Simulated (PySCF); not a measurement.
Si(CCH)(Cl)2(H) (C2H2Cl2Si), SMILES [SiH](Cl)(C#C)Cl. Atoms are numbered in the order given.

```xyz
7

Si    -0.0107    -0.5386     0.0000
Cl    -0.9281     0.2226     1.6850
Cl    -0.9281     0.2226    -1.6850
C      1.7385    -0.0401     0.0000
C      2.9131     0.2769     0.0000
H     -0.1547    -2.0076     0.0000
H      3.9507     0.5598     0.0000
```

Geometry optimised at B3LYP-D3(BJ)/def2-SVP.

Two levels are set side by side: PBE/pcSseg-1 (PySCF) and PBE0/pcSseg-1 (PySCF). GIAO shifts against HCl (³⁵Cl), TMS (²⁹Si), TMS (¹H), TMS (¹³C) at the same level; non-relativistic, no solvent, atoms listed together averaged. Without spin–orbit terms, shifts of atoms bonded to Cl or Br come out too high at both levels. Differences are taken from unrounded values.

```tsv
quantity	PBE0
δ(²⁹Si) of Si1 (ppm)	-13.1
δ(³⁵Cl) of Cl2, Cl3 (ppm)	89.1
δ(¹³C) of C4 (ppm)	86.9
δ(¹³C) of C5 (ppm)	108.6
δ(¹H) of H6 (ppm)	5.90
δ(¹H) of H7 (ppm)	3.04
```

What does PBE give, and how far is it from PBE0? (An estimate is asked for; the answer gives what the named calculation found.)


```csv
quantity,PBE,PBE minus PBE0
δ(²⁹Si) of Si1 (ppm),-14.0,-0.9
"δ(³⁵Cl) of Cl2, Cl3 (ppm)",113.6,24.6
δ(¹³C) of C4 (ppm),86.6,-0.3
δ(¹³C) of C5 (ppm),104.3,-4.3
δ(¹H) of H6 (ppm),6.14,0.24
δ(¹H) of H7 (ppm),2.90,-0.13
```

Rough cost on one machine, each run with all the roots and properties that it gave: PBE0 against PBE within a factor of 2.
